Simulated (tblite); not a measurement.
Species: C4H7FSeSi.
Numbering: `[CH:1]#[C:2][Si@@H:3]([F:4])[Se:5][CH2:6][CH3:7]` (hydrogens: H8 on C1; H9 on Si3; H10, H11 on C6; H12, H13, H14 on C7)

Computed with GFN2-xTB (tblite), gas phase: L-BFGS steps from a force-field or distance-geometry start until the largest atomic force falls under 0.01 eV/Å.

Step 24: E = -592.4038 eV
```
atom  x, y, z in Å  |  force x, y, z in eV/Å
C1      2.9179    1.5286   -0.1173    0.050  -0.013   0.015
C2      2.2740    0.5316    0.0678    0.072   0.031   0.056
Si3     1.3501   -0.9665    0.6068   -0.021  -0.067   0.074
F4      2.4044   -1.8920    1.3877    0.045  -0.042   0.006
Se5    -0.2681   -0.4308    2.1174    0.034  -0.066  -0.056
C6     -1.7575   -0.5335    0.8221   -0.003  -0.038   0.001
C7     -1.7428    0.5867   -0.2030   -0.035  -0.016   0.039
H8      3.5112    2.3761   -0.2896    0.015   0.145  -0.091
H9      0.8918   -1.7595   -0.5234   -0.063  -0.012   0.058
H10    -2.6623   -0.5279    1.4267   -0.103   0.096  -0.002
H11    -1.6872   -1.5115    0.3499    0.068  -0.075  -0.080
H12    -2.2990    0.2823   -1.0869   -0.045   0.027  -0.014
H13    -0.7257    0.8371   -0.5061   -0.063  -0.043  -0.020
H14    -2.2075    1.4789    0.2058    0.049   0.075   0.013
```

Step 25: E = -592.4073 eV
```
atom  x, y, z in Å  |  force x, y, z in eV/Å
C1      2.9215    1.5288   -0.1165   -0.003  -0.074   0.024
C2      2.2803    0.5307    0.0726    0.083   0.048   0.047
Si3     1.3561   -0.9673    0.6090   -0.042  -0.062   0.071
F4      2.4107   -1.8942    1.3865    0.049  -0.050   0.019
Se5    -0.2677   -0.4327    2.1125    0.011  -0.060  -0.033
C6     -1.7628   -0.5379    0.8210    0.029   0.079  -0.048
C7     -1.7467    0.5872   -0.2049   -0.005  -0.049   0.069
H8      3.5077    2.3781   -0.2932    0.061   0.200  -0.098
H9      0.8920   -1.7584   -0.5185   -0.062  -0.026   0.032
H10    -2.6658   -0.5222    1.4295   -0.070   0.046  -0.032
H11    -1.6890   -1.5161    0.3488    0.025  -0.048  -0.064
H12    -2.3036    0.2859   -1.0917   -0.017   0.049   0.049
H13    -0.7265    0.8356   -0.5061   -0.123  -0.060  -0.014
H14    -2.2069    1.4820    0.2088    0.063   0.007  -0.020
```

Question: Estimate the geometry and energy of step 26. (The exact step hangs on the optimiser's Hessian estimate; all steps are aligned on step 25, rigid shifts and turns removed.)

Answer: E = -592.4109 eV, largest force 0.205 eV/Å
```
atom  x, y, z in Å  |  force x, y, z in eV/Å
C1      2.9253    1.5294   -0.1159   -0.025  -0.088   0.023
C2      2.2871    0.5299    0.0786    0.089   0.058   0.043
Si3     1.3609   -0.9690    0.6136   -0.018  -0.034   0.040
F4      2.4183   -1.8977    1.3851    0.037  -0.048   0.023
Se5    -0.2673   -0.4331    2.1082   -0.031  -0.056  -0.002
C6     -1.7672   -0.5426    0.8189    0.022   0.125  -0.070
C7     -1.7504    0.5869   -0.2055    0.017  -0.051   0.062
H8      3.5043    2.3828   -0.2990    0.056   0.176  -0.089
H9      0.8876   -1.7565   -0.5119   -0.053  -0.033   0.018
H10    -2.6710   -0.5169    1.4300    0.002  -0.016  -0.078
H11    -1.6885   -1.5225    0.3454   -0.023   0.034  -0.019
H12    -2.3086    0.2918   -1.0956   -0.002   0.060   0.109
H13    -0.7284    0.8315   -0.5069   -0.141  -0.066  -0.016
H14    -2.2028    1.4856    0.2129    0.069  -0.061  -0.044
```

The energy changes by -0.0036 eV. The first-order estimate −F·Δx gives -0.0050 eV and the mean of the old and new forces, exact on a quadratic surface, -0.0036 eV. The step makes an angle of 61° with the force vector and moves no atom by more than 0.009 Å.

The cost below is that of the whole relaxation. The run took 1.7 s wall on an Arm Neoverse N1 with one thread, no GPU, shared host.
